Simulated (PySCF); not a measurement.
H$_{3}$N, charge +1, doublet (typed; the unrestricted solution is spin-contaminated), geometry from GFN2-xTB (a state made from the parent by changing its charge; the spin is typed, not shown lowest); PBE/6-31G** in PySCF.

Here is a job for PySCF.
```python
from pyscf import gto, scf, dft

mol = gto.M(
    atom='''
N     0.000000   -0.000000    0.000000
H     0.015026    1.027722   -0.019448
H     0.882651   -0.526736    0.017100
H    -0.897677   -0.500986    0.002349
''',
    basis='6-31g**',
    charge=1,
    spin=1,
    verbose=4,
    symmetry=True,
)

mf = dft.UKS(mol)
mf.xc = 'pbe'
mf.irrep_nelec = {'A1': (3, 3), 'A2': (1, 0), 'B1': (0, 1), 'B2': (1, 0)}
mf.kernel()
mf.analyze()
```

It wrote (shortened):

```
PySCF version 2.14.0

[INPUT] verbose = 4
[INPUT] num. atoms = 4
[INPUT] num. electrons = 9
[INPUT] charge = 1
[INPUT] spin (= nelec alpha-beta = 2S) = 1
[INPUT] symmetry True subgroup None
[INPUT] Mole.unit = angstrom
[INPUT] Symbol           X                Y                Z      unit          X                Y                Z       unit  Magmom
[INPUT]  1 N      0.000000000000   0.000000000000   0.000000000000 AA    0.000000000000   0.000000000000   0.000000000000 Bohr   0.0
[INPUT]  2 H      0.015026000000   1.027722000000  -0.019448000000 AA    0.028395024748   1.942113112190  -0.036751393671 Bohr   0.0
[INPUT]  3 H      0.882651000000  -0.526736000000   0.017100000000 AA    1.667968653573  -0.995386779949   0.032314316730 Bohr   0.0
[INPUT]  4 H     -0.897677000000  -0.500986000000   0.002349000000 AA   -1.696363678321  -0.946726332241   0.004438966667 Bohr   0.0

nuclear repulsion = 11.7014583672866
point group symmetry = D3h, use subgroup C2v
symmetry origin: [2.22044605e-17 1.11022302e-17 1.88972612e-07]
symmetry axis x: [ 0.9998611  -0.01446188  0.00828441]
symmetry axis y: [-0.00800844  0.01903678  0.99978671]
symmetry axis z: [-0.01461651 -0.99971419  0.01891832]
num. orbitals of irrep A1 = 14
num. orbitals of irrep A2 = 2
num. orbitals of irrep B1 = 8
num. orbitals of irrep B2 = 5
number of shells = 15
number of NR pGTOs = 48
number of NR cGTOs = 29
basis = 6-31g**
ecp = {}

******** <class 'pyscf.dft.uks_symm.SymAdaptedUKS'> ********
method = SymAdaptedUKS
initial guess = minao
damping factor = 0
level_shift factor = 0
DIIS = <class 'pyscf.scf.diis.CDIIS'>
diis_start_cycle = 1
diis_space = 8
diis_damp = 0
SCF conv_tol = 1e-09
SCF conv_tol_grad = None
SCF max_cycles = 50
direct_scf = True
direct_scf_tol = 1e-13
number electrons alpha = 5  beta = 4
irrep_nelec {'A1': (3, 3), 'A2': (1, 0), 'B1': (0, 1), 'B2': (1, 0)}
XC library pyscf.dft.libxc version 7.1.2
    S. Lehtola, C. Steigemann, M. J. T. Oliveira, and M. A. L. Marques,  SoftwareX 7, 1–5 (2018)
XC functionals = pbe
    J. P. Perdew, K. Burke, and M. Ernzerhof,  Phys. Rev. Lett. 77, 3865 (1996)
    J. P. Perdew, K. Burke, and M. Ernzerhof,  Phys. Rev. Lett. 78, 1396 (1997)
    J. P. Perdew, K. Burke, and M. Ernzerhof,  Phys. Rev. Lett. 77, 3865 (1996)
    J. P. Perdew, K. Burke, and M. Ernzerhof,  Phys. Rev. Lett. 78, 1396 (1997)
radial grids:
    Treutler-Ahlrichs [JCP 102, 346 (1995); DOI:10.1063/1.469408] (M4) radial grids

becke partition: Becke, JCP 88, 2547 (1988); DOI:10.1063/1.454033
pruning grids: <function nwchem_prune>
grids dens level: 3
symmetrized grids: True
atomic radii adjust function: <function treutler_atomic_radii_adjust>
small_rho_cutoff = 0
Freeze 9 electrons in irreps ['A1', 'A2', 'B1', 'B2']
    0 free electrons in irreps
Set gradient conv threshold to 3.16228e-05
tot grids = 43328
init E= -56.3526763696807

cycle= 1 E= -54.3353520408738  delta_E= 2.02  |g|= 0.166  |ddm|= 1.31

cycle= 2 E= -54.3407729582786  delta_E= -0.00542  |g|= 0.148  |ddm|= 0.236

cycle= 3 E= -54.3507691953771  delta_E= -0.01  |g|= 0.0192  |ddm|= 0.111

cycle= 4 E= -54.3509459038115  delta_E= -0.000177  |g|= 0.00131  |ddm|= 0.0136

cycle= 5 E= -54.350947298363  delta_E= -1.39e-06  |g|= 0.000342  |ddm|= 0.00159

cycle= 6 E= -54.3509473864663  delta_E= -8.81e-08  |g|= 9.05e-05  |ddm|= 0.000398

cycle= 7 E= -54.3509473921238  delta_E= -5.66e-09  |g|= 4.57e-06  |ddm|= 9.63e-05

cycle= 8 E= -54.3509473921458  delta_E= -2.2e-11  |g|= 6.97e-07  |ddm|= 6.7e-06

Extra cycle  E= -54.3509473921462  delta_E= -4.12e-13  |g|= 2.21e-07  |ddm|= 9.41e-07
converged SCF energy = -54.3509473921462  <S^2> = 1.7544553  2S+1 = 2.8315758
**** SCF Summaries ****
Total Energy =                         -54.350947392146217
Nuclear Repulsion Energy =              11.701458367286568
One-electron Energy =                  -93.103713522758454
Two-electron Energy =                   27.051307763325664
Two-electron Coulomb Energy =           34.703033551107119
DFT Exchange-Correlation Energy =       -7.651725787781455
Wave-function symmetry = A1
alpha occupancy for each irrep:     A1   A2   B1   B2
                                     3    1    0    1
beta  occupancy for each irrep:     A1   A2   B1   B2
                                     3    0    1    0
**** MO energy ****
alpha MO #1 (A1 #1), energy= -14.5161261561401 occ= 1
alpha MO #2 (A1 #2), energy= -1.17199242011762 occ= 1
alpha MO #3 (A1 #3), energy= -0.819334651124204 occ= 1
alpha MO #4 (B2 #1), energy= -0.655760510682053 occ= 1
alpha MO #5 (A2 #1), energy= 0.938617181090486 occ= 1
alpha MO #6 (B1 #1), energy= -0.794565248820547 occ= 0
alpha MO #7 (A1 #4), energy= -0.244255212928092 occ= 0
alpha MO #8 (A1 #5), energy= -0.164437682413275 occ= 0
alpha MO #9 (B1 #2), energy= -0.150026156989705 occ= 0
alpha MO #10 (B2 #2), energy= 0.260903946579009 occ= 0
alpha MO #11 (A1 #6), energy= 0.32426335128961 occ= 0
alpha MO #12 (B1 #3), energy= 0.33802605613052 occ= 0
alpha MO #13 (A1 #7), energy= 0.383128113760556 occ= 0
alpha MO #14 (A1 #8), energy= 0.481242136111994 occ= 0
alpha MO #15 (B1 #4), energy= 0.50626871744211 occ= 0
alpha MO #16 (A1 #9), energy= 0.737753545565494 occ= 0
alpha MO #17 (B2 #3), energy= 0.973003967201301 occ= 0
alpha MO #18 (A1 #10), energy= 1.59865593419054 occ= 0
alpha MO #19 (B1 #5), energy= 1.60597768063444 occ= 0
alpha MO #20 (B1 #6), energy= 1.62656351712247 occ= 0
alpha MO #21 (A1 #11), energy= 1.63525730011886 occ= 0
alpha MO #22 (B2 #4), energy= 1.87329094240337 occ= 0
alpha MO #23 (A2 #2), energy= 2.12723599548654 occ= 0
alpha MO #24 (B2 #5), energy= 2.16363597218856 occ= 0
alpha MO #25 (B1 #7), energy= 2.3862990420051 occ= 0
alpha MO #26 (A1 #12), energy= 2.39088302903224 occ= 0
alpha MO #27 (A1 #13), energy= 2.87156443735755 occ= 0
alpha MO #28 (A1 #14), energy= 2.97736163519011 occ= 0
alpha MO #29 (B1 #8), energy= 2.99255350580929 occ= 0
beta  MO #1 (A1 #1), energy= -14.5092192012155 occ= 1
beta  MO #2 (A1 #2), energy= -1.14208296373371 occ= 1
beta  MO #3 (B1 #1), energy= -0.830565706975795 occ= 1
beta  MO #4 (A1 #3), energy= -0.814237323161887 occ= 1
beta  MO #5 (B2 #1), energy= -0.507098954733215 occ= 0
beta  MO #6 (A1 #4), energy= -0.2398145983308 occ= 0
beta  MO #7 (B1 #2), energy= -0.174096056944943 occ= 0
beta  MO #8 (A1 #5), energy= -0.166890130841702 occ= 0
beta  MO #9 (B1 #3), energy= 0.313317249740382 occ= 0
beta  MO #10 (A1 #6), energy= 0.318027694533558 occ= 0
beta  MO #11 (B2 #2), energy= 0.349270323286843 occ= 0
beta  MO #12 (A1 #7), energy= 0.368857785063216 occ= 0
beta  MO #13 (B1 #4), energy= 0.456239512933857 occ= 0
beta  MO #14 (A1 #8), energy= 0.470164717087219 occ= 0
beta  MO #15 (A1 #9), energy= 0.771018424173636 occ= 0
beta  MO #16 (B2 #3), energy= 1.04444261420747 occ= 0
beta  MO #17 (A2 #1), energy= 1.05865903618123 occ= 0
beta  MO #18 (B1 #5), energy= 1.56837418567677 occ= 0
beta  MO #19 (A1 #10), energy= 1.5878593709095 occ= 0
beta  MO #20 (B1 #6), energy= 1.59331788504487 occ= 0
beta  MO #21 (A1 #11), energy= 1.68967377920554 occ= 0
beta  MO #22 (B2 #4), energy= 1.92665708872636 occ= 0
beta  MO #23 (B2 #5), energy= 2.21985258813423 occ= 0
beta  MO #24 (A2 #2), energy= 2.22652726308283 occ= 0
beta  MO #25 (A1 #12), energy= 2.351804976322 occ= 0
beta  MO #26 (B1 #7), energy= 2.35214891982838 occ= 0
beta  MO #27 (A1 #13), energy= 2.84245010788891 occ= 0
beta  MO #28 (B1 #8), energy= 2.94444013029658 occ= 0
beta  MO #29 (A1 #14), energy= 2.95698700769708 occ= 0
 ** Mulliken pop alpha/beta on meta-lowdin orthogonal AOs **
 ** Mulliken pop       alpha | beta **
pop of  0 N 1s        0.99995 | 0.99995
pop of  0 N 2s        0.68644 | 0.64717
pop of  0 N 3s        0.00083 | 0.00173
pop of  0 N 2px       0.00021 | 0.67340
pop of  0 N 2py       0.68514 | 0.66464
pop of  0 N 2pz       0.99865 | 0.00028
pop of  0 N 3px       0.00000 | 0.00365
pop of  0 N 3py       0.00194 | 0.00282
pop of  0 N 3pz       0.00011 | 0.00000
pop of  0 N 3dxy      0.00024 | 0.00126
pop of  0 N 3dyz      0.00013 | 0.00000
pop of  0 N 3dz^2     0.00044 | 0.00335
pop of  0 N 3dxz      0.64853 | 0.00000
pop of  0 N 3dx2-y2    0.00122 | 0.00128
pop of  1 H 1s        0.30617 | 0.32126
pop of  1 H 2s        0.01041 | 0.01091
pop of  1 H 2px       0.00000 | 0.00000
pop of  1 H 2py       0.00054 | 0.00064
pop of  1 H 2pz       0.00027 | 0.00000
pop of  2 H 1s        0.14875 | 0.32058
pop of  2 H 2s        0.00456 | 0.01251
pop of  2 H 2px       0.00020 | 0.00050
pop of  2 H 2py       0.00010 | 0.00024
pop of  2 H 2pz       0.17579 | 0.00000
pop of  3 H 1s        0.14875 | 0.32058
pop of  3 H 2s        0.00456 | 0.01251
pop of  3 H 2px       0.00021 | 0.00052
pop of  3 H 2py       0.00009 | 0.00022
pop of  3 H 2pz       0.17579 | 0.00000
In total             5.00000 | 4.00000
 ** Mulliken atomic charges   ( Nelec_alpha | Nelec_beta ) **
charge of  0N =     -0.02336  (     4.02382      2.99953 )
charge of  1H =      0.34980  (     0.31738      0.33282 )
charge of  2H =      0.33678  (     0.32940      0.33382 )
charge of  3H =      0.33678  (     0.32940      0.33382 )

WARN: System has nonzero charge 1; the dipole moment is origin-dependent.
Location of origin: [0. 0. 0.]

Dipole moment(X, Y, Z, Debye):  0.00064,  0.04393, -0.00083
```
